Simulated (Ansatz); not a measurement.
Reaction (redistribution): `C[SiH2]SS` + `SC[SiH]1CN1` → `SC[SiH2]SS` + `C[SiH]1CN1`

Gas-phase electronic energies from Ansatz, PBE0-D4/def2-TZVP geometries. CCSD(T)/CBS is the MP2 limit (def2-TZVPP, def2-QZVPP) plus CCSD(T) − MP2 in def2-TZVPP, frozen cores. Functionals use def2-TZVPP. B3LYP here is the variant with VWN-RPA as its local correlation; programs differ in this. Each species was taken in one conformer, which may not be the lowest.

(1) Is it downhill or uphill in electronic energy at CCSD(T)/CBS, and by how much? (Estimate.)

(2) What do these levels give: r2SCAN-D4, ωB97X-V, ωB97M-V, B2PLYP, r2SCAN, B3LYP, HF/def2-TZVPP, SCS-MP2/def2-TZVPP, CCSD/def2-TZVPP, MP2/def2-QZVPP, MP2/CBS(def2), CCSD/CBS(def2)? (Estimate.)

Largest T1 diagnostic among the species: 0.012.

Results:

(1) Ansatz gave: Uphill: ΔE = +0.14 eV.

(2) The calculation gave: r2SCAN-D4 0.17, ωB97X-V 0.14, ωB97M-V 0.14, B2PLYP 0.13, r2SCAN 0.16, B3LYP 0.13, HF/def2-TZVPP 0.09, SCS-MP2/def2-TZVPP 0.13, CCSD/def2-TZVPP 0.13, MP2/def2-QZVPP 0.14, MP2/CBS(def2) 0.14, CCSD/CBS(def2) 0.12 eV.

In def2-TZVPP, CCSD(T) changes the Hartree–Fock value by +0.05 eV (the triples alone add +0.01 eV) and MP2 by +0.06 eV. The D4 term adds +0.03 eV with B3LYP and +0.02 eV with PBE0; it sums over pairs of atoms, weighted by their polarisabilities, and B3LYP, whose exchange is more repulsive, gets the larger term.
